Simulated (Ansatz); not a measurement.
Harmonic frequencies (cm⁻¹) at PBE0-D4/def2-TZVP from Ansatz: 149, 208, 320, 508, 622, 630, 690, 733, 814, 895, 983, 1058, 1090, 1145, 1188, 1305, 1441, 1468, 1479, 1501, 2232, 2259, 2976, 3046, 3056, 3112, 3139.

Task: Which molecule is it?
A. `CN1C[SiH2]1`
B. `C1NC[SiH2]1`
C. `C/C=N\[SiH3]`
D. `CC[Si]N`

Result: A.
